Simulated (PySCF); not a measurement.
## Molecular orbitals of CaAs⁺

M06 at R = 2.758 Å; Ca aug-pcseg-1, As aug-pcseg-1; no relativity (PySCF 2.14). State: ³Σ⁻ (triplet), unpaired electrons π ↑↑. Only the outer orbitals are listed, counted within each symmetry.

```
spin  orbital  occ.  ε (eV)  on Ca (%)            main shells (%)
   α       5π     1  -36.05        100                   100 Ca p
   α       5π     1  -36.05        100                   100 Ca p
   α      11σ     1  -35.90         99                    99 Ca p
   α      12σ     1  -19.64          4                    95 As s
   α      13σ     1  -10.60         20           75 As p, 12 Ca s
   α       6π     1  -10.40         10                    89 As p
   α       6π     1  -10.40         10                    89 As p
   α      14σ     0   -6.76        102   82 Ca s, 11 Ca p, 9 Ca d
   α       2δ     0   -5.70        100                   100 Ca d
   α       2δ     0   -5.70        100                   100 Ca d
   β       5π     1  -36.00        100                   100 Ca p
   β       5π     1  -36.00        100                   100 Ca p
   β      11σ     1  -35.83         99                    99 Ca p
   β      12σ     1  -18.02          7                    92 As s
   β      13σ     1   -9.87         32   64 As p, 21 Ca s, 9 Ca d
   β       6π     0   -7.38         27           72 As p, 22 Ca d
   β       6π     0   -7.38         27           72 As p, 22 Ca d
   β      14σ     0   -6.52        104  82 Ca s, 12 Ca d, 10 Ca p
```

**Question.** Which are the highest filled and the lowest empty level, where do they sit, and how wide is the gap?

**Answer.** Highest filled β 13σ at -9.87 eV (in %: 64 As p, 21 Ca s, 9 Ca d); lowest empty β 6π at -7.38 eV (in %: 72 As p, 22 Ca d); the gap at M06 is 2.49 eV.

| Quantity | Value |
| --- | --- |
| bond order (Mayer) | 1.23 |
| ⟨S²⟩ | 2.009 |
| charge on Ca (Mulliken, basis-dependent) | 1.18 |
| charge on Ca (Löwdin, basis-dependent) | 1.06 |
| dipole moment (positive dipole points towards As; it is taken about the centre of mass and depends on that origin) | -11.99 D |

Shares are Mulliken populations and can fall outside 0 to 100 %.

Spin–orbit coupling is left out. The state was picked by a PBE0 search and need not be the measured ground state.
